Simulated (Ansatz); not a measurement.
Ideal-gas functions of H4Se2Si (`[SeH][SiH2][SeH]`) at 600 K and 1 bar, from an Ansatz frequency run at PBE0-D4/def2-TZVP.

Molar mass 190.04 g/mol, point group C2 (symmetry number 2), electronic degeneracy 1, moments of inertia 51.05, 586.973, 626.262 u Å². Harmonic wavenumbers (cm⁻¹, unscaled): 98, 189, 204, 351, 441, 447, 578, 668, 766, 833, 923, 2233, 2247, 2444, 2444.

Use S(trans) = R[1.5 ln M + 2.5 ln T − 1.1517]; rotational temperatures θ = 24.2544 K / I; S(rot) = R[ln(√π/σ · √(T³/θAθBθC)) + 1.5]; for each mode x = 1.438777 ν̃/T, S = R[x/(eˣ − 1) − ln(1 − e⁻ˣ)] and H = RT x/(eˣ − 1); 1 cm⁻¹ = 0.0119627 kJ/mol; R = 8.31446 J/(mol·K).

**Question.** By hand: the entropy, in J/(mol·K).

**Answer.** Translation 188.8. Rotation: θ = 0.4751, 0.0413, 0.0387 K, giving 121.1. Vibration, mode by mode: 20.37, 14.97, 14.34, 9.99, 8.23, 8.12, 6.24, 5.23, 4.34, 3.82, 3.22, 0.25, 0.24, 0.16, 0.16, in all 99.7. Electronic 0.0. Sum 409.6 J/(mol·K).

**Question.** By hand: H − E and G − E in kJ/mol, counted from the electronic energy.

**Answer.** Zero-point energy ½ × 14866 × 0.0119627 = 88.9; thermal vibration 30.4; translation, rotation and pV give 4 RT = 20.0. H − E = 139.3 kJ/mol, and G − E = 139.3 − 600 × 409.6/1000 = -106.5 kJ/mol.

Vibration gives 24 % of the entropy, 20.4 J/(mol·K) of it from the mode under 150 cm⁻¹: soft modes count most, and the harmonic formula is weakest for them. The sum counts one conformer and one mirror image; others add a mixing term.
